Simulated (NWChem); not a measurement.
System: C3H2BF3; SMILES C#C[C@@H](F)B(F)F

Input file for NWChem:

```
start job
memory heap 200 mb stack 900 mb global 1100 mb
geometry units angstroms noautosym nocenter noautoz
  C      1.107617    -2.302524     0.546170
  C      0.401412    -1.464577     0.031727
  C     -0.423164    -0.414764    -0.557482
  F     -1.752348    -0.565563    -0.232073
  B      0.130774     0.984008    -0.050268
  F      1.288675     1.425959    -0.489257
  F     -0.540414     1.718563     0.801577
  H      1.731397    -3.053555     0.996222
  H     -0.325180    -0.464058    -1.659282
end
basis spherical
  C library 6-31g*
  F library 6-31g*
  B library 6-31g*
  H library 6-31g*
end
dft
  xc hfexch
  iterations 150
  mulliken
end
task dft energy
esp
  recalculate
  probe 0.07
  range 0.3
  factor 1.0
  spacing 0.02
end
task esp
```

NWChem printed, in part:

```
             Northwest Computational Chemistry Package (NWChem) 7.3.0
             --------------------------------------------------------

                             Geometry "geometry" -> ""
                             -------------------------

 Output coordinates in angstroms (scale by  1.889725989 to convert to a.u.)

  No.       Tag          Charge          X              Y              Z
 ---- ---------------- ---------- -------------- -------------- --------------
    1 C                    6.0000     1.10761700    -2.30252400     0.54617000
    2 C                    6.0000     0.40141200    -1.46457700     0.03172700
    3 C                    6.0000    -0.42316400    -0.41476400    -0.55748200
    4 F                    9.0000    -1.75234800    -0.56556300    -0.23207300
    5 B                    5.0000     0.13077400     0.98400800    -0.05026800
    6 F                    9.0000     1.28867500     1.42595900    -0.48925700
    7 F                    9.0000    -0.54041400     1.71856300     0.80157700
    8 H                    1.0000     1.73139700    -3.05355500     0.99622200
    9 H                    1.0000    -0.32518000    -0.46405800    -1.65928200

 Effective nuclear repulsion energy (a.u.)     265.6143209792

  xc_inp: hfexch multiplicative factor not found.

                                 NWChem DFT Module
                                 -----------------

 Summary of "ao basis" -> "ao basis" (spherical)
 ------------------------------------------------------------------------------
       Tag                 Description            Shells   Functions and Types
 ---------------- ------------------------------  ------  ---------------------
 C                           6-31g*                  6       14   3s2p1d
 F                           6-31g*                  6       14   3s2p1d
 B                           6-31g*                  6       14   3s2p1d
 H                           6-31g*                  2        2   2s

            General Information
            -------------------
          SCF calculation type: DFT
          Wavefunction type:  closed shell.
          No. of atoms     :     9
          No. of electrons :    52
           Alpha electrons :    26
            Beta electrons :    26
          Charge           :     0
          Spin multiplicity:     1
          Use of symmetry is: off; symmetry adaption is: off
          Maximum number of iterations: 150
          AO basis - number of functions:   102
                     number of shells:    46
          Convergence on energy requested:  1.00D-06
          Convergence on density requested:  1.00D-05
          Convergence on gradient requested:  5.00D-04

              XC Information
              --------------
                     Hartree-Fock (Exact) Exchange  1.000

      Superposition of Atomic Density Guess
      -------------------------------------

 Sum of atomic energies:        -436.62031209

      Non-variational initial energy
      ------------------------------

 Total energy =    -439.226402
 1-e energy   =   -1130.863157
 2-e energy   =     426.022434
 HOMO         =      -0.293191
 LUMO         =       0.030314

     ---------------------------------------------
      Total Density - Mulliken Population Analysis
     ---------------------------------------------

    Atom       Charge   Shell Charges
 -----------   ------   -------------------------------------------------------
    1 C    6     6.50   2.00  0.75  1.91  0.70  1.12  0.03
    2 C    6     5.92   2.00  0.74  1.87  0.49  0.78  0.04
    3 C    6     5.75   2.00  0.67  1.68  0.52  0.82  0.06
    4 F    9     9.50   2.00  0.94  3.41  1.02  2.12  0.01
    5 B    5     3.90   2.00  0.52  0.88  0.25  0.13  0.13
    6 F    9     9.46   2.00  0.95  3.45  0.97  2.08  0.01
    7 F    9     9.46   2.00  0.95  3.45  0.97  2.08  0.01
    8 H    1     0.71   0.42  0.29
    9 H    1     0.80   0.47  0.33

[...]

                     NWChem Electrostatic Potential Fit Module
                     -----------------------------------------

 Atom parameters

 Number of atoms is                                    9
 Number of basis functions is                        102

 Grid parameters

 Maximum number of grid points is                  39487
 Number of grid points is                          39486
 Grid range                                     0.300000 nm
 Grid spacing                                   0.020000 nm
 Probe radius                                   0.070000 nm
 Atom radius factor                             1.000000

 Atomic radii

    1    0.100000
    5    0.158000
    6    0.147000
    9    0.128000
 FASTESP  F
  using M.O. file = ./job.movecs

    Atom              Coordinates                           Charge

                                                  ESP

    1 C     0.110762   -0.230252    0.054617   -0.411357
    2 C     0.040141   -0.146458    0.003173   -0.027523
    3 C    -0.042316   -0.041476   -0.055748    0.258405
    4 F    -0.175235   -0.056556   -0.023207   -0.295603
    5 B     0.013077    0.098401   -0.005027    0.767963
    6 F     0.128868    0.142596   -0.048926   -0.344593
    7 F    -0.054041    0.171856    0.080158   -0.309096
    8 H     0.173140   -0.305356    0.099622    0.323217
    9 H    -0.032518   -0.046406   -0.165928    0.038587
                                            ------------
                                                0.000000

 Dipole moment                                  0.787781

 Quadrupole moment Qxx                         -8.379390
                   Qyy                          2.355339
                   Qzz                          6.024051

 RMS deviation kJ/mol                           0.051780

 RRMS %                                        21.567231
```

Level: Hartree-Fock/6-31G* (spherical d). All runs use the structure optimised with PBE0/def2-SVP.
